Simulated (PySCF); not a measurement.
A structure optimised at B3LYP-D3(BJ)/def2-SVP, used in a PySCF frequency run:

```
Al
Br 1 2.2416
Br 1 2.2416 2 120.00
Br 1 2.2416 2 120.00 3 180.00
```
Charge 0, spin multiplicity 1.

### Question
Write its SMILES, formula and point group.

### Answer
[Br][Al]([Br])[Br], AlBr₃, D3h

### Question
What are its rotational constants (standard atomic weights)?

### Answer
0.83917, 0.83917, 0.41959 GHz
